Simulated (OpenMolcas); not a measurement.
# Ce3+: ligand-field states by method

Ce3+ with 6 ligands (bromide) in trigonal antiprismatic coordination (D3d) at 2.82 Å, a polar angle of 57.5° against the regular 54.74°. A charge of +0.5 e stands 2.6 Å behind each ligand. Ligand basis ANO-RCC-VDZP.
```
Ce    0.0000    0.0000    0.0000
Br    0.0000    2.3776    1.5163
Br   -2.0591   -1.1888    1.5163
Br    2.0591   -1.1888    1.5163
Br    0.0000   -2.3776   -1.5163
Br    2.0591    1.1888   -1.5163
Br   -2.0591    1.1888   -1.5163
```

* Program: OpenMolcas
* Basis: ANO-RCC-VDZP [7s6p4d2f1g]
* Scalar Hamiltonian: DKH2, point nucleus
* Active space: 1 electron in 7 orbitals (4f)
* State averaging: 2S+1 = 2 odd, 7 roots
* Spin-orbit coupling: RASSI with atomic mean-field integrals over the reference wave functions

I. CASSCF
II. SS-CASPT2, IPEA 0.25 Eh, imaginary shift 0.1 Eh (closed shells correlated: 5s 5p and the ligand valence shells)

Spin-free states (labels of D3, the rotations of D3d) in cm-1, each column counted from its own energy of the first state listed:

```tsv
State	Degeneracy	I	II
2A2	1	0	0
2E	2	191	30
2A1	1	292	390
2E	2	688	610
2A2	1	855	950
```

With spin-orbit coupling the lowest J multiplet is 451 (I), 553 (II) cm-1 wide, a factor of 1.23 from I to II.

χT at 300 K: I 0.66, II 0.66 cm3 K/mol.

Roots that are degenerate in the reference are averaged as groups; the widest CASPT2 spread within a group is 11 cm-1 (the 2-fold group of multiplicity 2 near 612 cm-1 above the lowest state of its run, II). Shifts and gaps below about the spread of the groups concerned are not significant. Over all roots computed the reference weight is 0.69 in II; a low but even weight reflects the number of correlated electrons. Splittings of an f shell from a small cluster at a set distance can be off by tens of per cent, mostly too small (holds for II). The distance lies 3 % under the 2.92 Å that this model takes as the normal distance (a Shannon-type radius plus a fixed donor radius); by an R⁻⁵ law this alone changes a d-shell field by about +19 %. No measured value stands beside these numbers; the geometry was imposed, not optimised, and the real ion may take another.
